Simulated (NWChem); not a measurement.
Molecule: AlCl, singlet; SMILES [Al][Cl]

Computed with NWChem. Pople sets run with spherical d functions. Low-valent species are run as closed-shell singlets; no triplet was tried in these runs. All runs use the structure optimised with PBE0/def2-SVP. Level TPSS/6-31G*: single points from the atomic guess with DIIS by default; each run changes one setting, and all converged runs end within 0.3 mHa of each other.

| setting | SCF iterations |
|---|---|
| defaults | 7 |
| no DIIS, 40 % damping | 19 |
| DIIS on 3 Fock matrices | 8 |
| core-Hamiltonian guess | 10 |
| no level shifting | 7 |
| level shift of 0.5 Ha throughout | 17 |
